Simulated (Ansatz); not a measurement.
CH3GaS, SMILES `[CH2]1[S][GaH]1`, 6 atoms. Total charge 0; spin multiplicity 1. Correlated methods include outer-core shells of Ga, which these sets cover unevenly. Scalar relativity is left out up to krypton. All runs use 2 threads of an Arm Neoverse V2 on a shared host. Correlated methods freeze the cores. Open-shell runs search over several starts.

Question: Give the basis size and wall time and peak host memory of each of these runs in Ansatz. UHF-MP2/def2-QZVPP energy of the cation; RKS ωB97M-V/def2-SVP energy; UKS r2SCAN-D4/def2-TZVPP energy of the cation; RKS BLYP-D4/def2-TZVPP energy; RKS PBE0-D4/def2-SVP energy; RHF-CCSD(T)/def2-TZVPP energy; RHF-MP2/def2-QZVPP energy; RKS B2PLYP (frozen core)/def2-TZVPP energy; RKS PBE0-D4/def2-TZVP relaxation (7 steps); UHF-CCSD(T)/def2-TZVPP energy of the cation; RKS ωB97M-V/def2-QZVPP energy; UKS PBE-D4/def2-TZVPP energy of the cation. (An estimate is asked.)

Answer: Ansatz gave: Other jobs shared the machine, so times are rough.

```csv
level,job,functions,wall time,peak host memory (GiB)
RKS PBE0-D4/def2-SVP,energy,79,1 s,0.34
RKS BLYP-D4/def2-TZVPP,energy,163,1.5 s,0.18
RKS B2PLYP (frozen core)/def2-TZVPP,energy,163,3.8 s,0.34
RKS ωB97M-V/def2-SVP,energy,79,4.4 s,0.34
UKS PBE-D4/def2-TZVPP,energy of the cation,163,10 s,0.34
RHF-MP2/def2-QZVPP,energy,306,12 s,1.1
RKS ωB97M-V/def2-QZVPP,energy,306,14 s,0.98
RKS PBE0-D4/def2-TZVP,relaxation (7 steps),134,17 s,0.3
UKS r2SCAN-D4/def2-TZVPP,energy of the cation,163,25 s,0.39
RHF-CCSD(T)/def2-TZVPP,energy,163,28 s,1.2
UHF-MP2/def2-QZVPP,energy of the cation,306,58 s,1.2
UHF-CCSD(T)/def2-TZVPP,energy of the cation,163,110 s,2.9
```
